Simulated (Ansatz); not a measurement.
Species: ZrF2, net charge 0, singlet state. SMILES: [F][Zr][F]
Structure (B3LYP-D3(BJ)/def2-TZVP (Ansatz, an electronic-structure program) minimum search):
```
Zr
F 1 1.8767
F 1 1.8767 2 113.20
```

Wanted: atomisation energy (electronic, to ground-state atoms), in eV. Cores are frozen in the correlated levels unless marked. Open shells are spin-unrestricted. Spin-orbit coupling is left out. The frozen core is the preceding noble-gas configuration, with the filled d and f shells of earlier blocks. Past Kr the def2 sets carry scalar-relativistic core potentials. The coupled-cluster limit lacks core correlation, which all-electron functionals hold. CBS marks a two-point X^-3 extrapolation of the correlation energy; Hartree-Fock from the larger set.

```csv
level,program,atomisation energy (eV),rough core time
HF/def2-TZVPP,Ansatz,8.60,-
BLYP/def2-TZVPD,Ansatz,13.15,under 20 s
PBE0-D3(BJ)/def2-TZVP,Ansatz + dftd3,12.57,under 20 s
PBE0-D4/def2-TZVP,Ansatz + dftd4,12.58,under 20 s
PBE0/def2-TZVP,Ansatz,12.55,under 20 s
BHLYP-D3(BJ)/def2-TZVPD,Ansatz + dftd3,11.66,under 20 s
BHLYP-D4/def2-TZVPD,Ansatz + dftd4,11.66,under 20 s
B2GP-PLYP-D3(BJ)/def2-TZVPD,Ansatz + dftd3,12.63,under 20 s
MP2/def2-TZVPP,Ansatz,13.14,-
RI-MP2/def2-QZVPP,Ansatz,13.40,under 20 s
"RI-MP2/CBS(def2-TZVPP,def2-QZVPP)",Ansatz,13.53,under 20 s
"RI-MP2/CBS(def2-TZVPPD,def2-QZVPPD)",Ansatz,13.54,under 20 s
SCS-MP2/def2-SVP,Ansatz,12.39,-
CCSD(T)/def2-QZVPPD,Ansatz,12.93,80 s
"CCSD(T)/CBS(def2-TZVPPD,def2-QZVPPD)",Ansatz,13.04,100 s
```

Core times are rough, on shared machines, summed over the molecules involved; a dash marks a level read off another run, or run on other hardware, by another program or under a memory cap.

The Hartree-Fock reference is unstable (checked in the largest basis), which strains HF and MP2.
